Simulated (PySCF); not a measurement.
PySCF job for 1,1-dimethylcyclopropane (C5H10), SMILES C1CC1(C)C, PBE/pcSseg-1. The structure is a stationary point at PBE0-D3(BJ)/def2-SVP.

```python
import numpy as np
from pyscf import gto, scf, dft
from pyscf.prop.nmr import rks as nmr

mol = gto.M(
    atom='''
    C     0.00000000    1.26962147   -0.96755093
    C     0.00000000    0.00000000   -0.15001977
    C     0.00000000   -1.26962146   -0.96755095
    C    -0.75170353   -0.00000001    1.15199059
    C     0.75170353   -0.00000001    1.15199059
    H    -0.89020603    1.32242017   -1.61586882
    H     0.00000000    2.16289849   -0.32473183
    H     0.89020603    1.32242017   -1.61586882
    H     0.00000000   -2.16289849   -0.32473186
    H    -0.89020603   -1.32242015   -1.61586884
    H     0.89020603   -1.32242015   -1.61586884
    H    -1.26722175   -0.91766197    1.44994543
    H    -1.26722175    0.91766195    1.44994544
    H     1.26722175   -0.91766197    1.44994543
    H     1.26722175    0.91766195    1.44994544
    ''',
    basis='pcSseg-1',
    charge=0,
    spin=0,
    max_memory=1600,
    verbose=3,
)
mf = dft.RKS(mol, xc='pbe')
mf.grids.level = 3
mf.conv_tol = 1e-10
mf.max_cycle = 100
mf.kernel()
n = nmr.NMR(mf)
n.verbose = 2
n.max_cycle_cphf = 60
sigma = n.kernel()
print('atom   isotropic/ppm   span/ppm')
for i, s in enumerate(sigma):
    w = np.linalg.eigvalsh((s + s.T) / 2)
    print(f'{mol.atom_symbol(i):2s}{i + 1:3d} {w.mean():14.3f} {w[2] - w[0]:11.3f}')
```

Log of the run:

```
converged SCF energy = -196.221782544522
atom   isotropic/ppm   span/ppm
C   1        151.988      53.703
C   2        166.754      65.498
C   3        151.988      53.703
C   4        162.822      65.870
C   5        162.822      65.870
H   6         29.755      10.241
H   7         30.888      11.228
H   8         29.755      10.241
H   9         30.888      11.228
H  10         29.755      10.241
H  11         29.755      10.241
H  12         30.946      13.492
H  13         30.946      13.492
H  14         30.946      13.492
H  15         30.946      13.492
```

The run converged.
